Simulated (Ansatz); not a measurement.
ClFGeH₃In (`[F][In]([Cl])[GeH3]`), relaxed with RKS PBE0-D4/def2-TZVP in the Gaussian-basis code of Ansatz from a GFN2-xTB geometry. The force threshold is 0.005 eV/Å; the program also tests the step.

Total charge 0; spin multiplicity 1. In takes the def2 core potential.

Start:

```xyz
7

F    -1.031   -0.991   -2.473
In    0.365   -0.132   -1.330
Cl    2.259    0.438   -2.513
Ge   -0.299    0.126    1.183
H    -1.392    1.153    1.367
H    -0.794   -1.172    1.772
H     0.892    0.578    1.994
```

**Question.** By how much does the energy fall, and how many steps does the optimiser take? (Estimate.)

**Answer.** The calculation gave: 7.26 kJ/mol, in 6 steps.

**Question.** Which bonds change most? (An estimate is asked.)

**Answer.** Ansatz gave: F1–In2 from 1.998 to 1.948 Å; In2–Ge4 from 2.612 to 2.579 Å; Ge4–H6 from 1.509 to 1.533 Å; Ge4–H5 from 1.511 to 1.534 Å.

**Question.** Give the relaxed structure. (Best estimate.)

**Answer.** Ansatz gave: 
```xyz
7

F    -0.972   -0.974   -2.541
In    0.277   -0.162   -1.285
Cl    2.202    0.430   -2.439
Ge   -0.290    0.133    1.213
H    -1.399    1.187    1.326
H    -0.783   -1.210    1.764
H     0.964    0.596    1.962
```
